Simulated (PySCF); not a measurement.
Radial density of C²⁺ (carbon, charge +2)

M06-2X, [He] 2s2, closed-shell 1S. Computed with PySCF 2.14 in pcseg-2, with the non-relativistic Hamiltonian (point nucleus).

```
r (bohr)  4πr²ρ (e/bohr)
 0.00529         0.04285
 0.00890          0.1166
  0.0150          0.3055
  0.0252          0.7658
  0.0424           1.761
  0.0713           3.533
   0.120           5.615
   0.202           6.100
   0.339           3.549
   0.571           1.168
   0.960           1.528
    1.61           1.101
    2.72          0.1186
    4.57       0.0005621
```
